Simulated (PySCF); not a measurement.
Species: C2H7NSSi (charge -1 and doublet state).
Z-matrix (Å and degrees, GFN2-xTB geometry), rows numbered from 1:
```
C 
C   1  1.5036
S   2  1.7235  1  116.40
Si  2  1.8346  1  120.78  3  -168.09
N   4  1.7552  2  115.90  1  -164.89
H   1  1.0938  2  110.60  3  -161.49
H   1  1.0931  2  110.73  3   -40.57
H   1  1.0983  2  111.84  3    78.82
H   4  1.4875  2  110.88  1   -46.46
H   4  1.4953  2  119.50  1    75.75
H   5  1.0114  4  112.11  2    56.02
H   5  1.0108  4  111.07  2   -62.28
```

The hyperfine couplings belong to this conformer and change with its torsions.

As a line formula: `C[C]([S-])[SiH2]N` [radical] (charge -1).

Method: UKS B3LYP, pcH-1 on C H N S Si, non-relativistic, mean-field spin-orbit, GIAO in PySCF. Whether the extra electron is bound in the gas phase wasn't checked; a finite basis holds it in any case. Couplings are sensitive to structure, and on GFN2-xTB geometries they can be far from those on DFT ones, by a factor of two or more for some ions and for spin on atoms past the first row. No stability test was run, so a lower SCF solution isn't excluded.

Q: Where do the isotropic ENDOR lines of N5, H6/H7/H8 and H9/H10 fall at 3324.0 mT, to first order?

A: ν± = |νn ± a/2|, one line for each electron-spin manifold; νn = |g_N| × 7.62259 MHz/T × B.

```json
{"nuclei": "N5", "isotope": "14N", "g_N": "0.4038", "νn (MHz)": "10.23", "a_iso (MHz)": "1.76", "lower line (MHz)": "9.35", "upper line (MHz)": "11.11"}
{"nuclei": "H6/H7/H8", "isotope": "1H", "g_N": "5.5857", "νn (MHz)": "141.53", "a_iso (MHz)": "37.37", "lower line (MHz)": "122.84", "upper line (MHz)": "160.21"}
{"nuclei": "H9/H10", "isotope": "1H", "g_N": "5.5857", "νn (MHz)": "141.53", "a_iso (MHz)": "32.36", "lower line (MHz)": "125.35", "upper line (MHz)": "157.71"}
```

Q: Which pairs are centred on the nuclear Larmor frequency, and which on half the coupling?

A: Centred on νn, since |a| < 2νn: N5, H6/H7/H8 and H9/H10. No pair has |a| > 2νn.

Q: At what field would the lower line of H6/H7/H8 fall to zero frequency?

A: Where νn = |a|/2, that is B = 18.68 MHz/(5.5857 × 7.62259 MHz/T) = 439 mT, as far as first order holds there.

Means are taken over nuclei equivalent by connectivity, which assumes that they swap fast. The three 1H nuclei of mean +37.4 MHz run from 8.6 to 71.9 MHz in the frozen geometry. The 1H value of +32.4 MHz is a mean of couplings from 10.5 to 54.2 MHz in this one geometry, not an average over conformers.

The Mulliken spin populations are largest on C2 (+0.54) and S3 (+0.37). The angles at C2 add up to 358.9°, so it is planar.
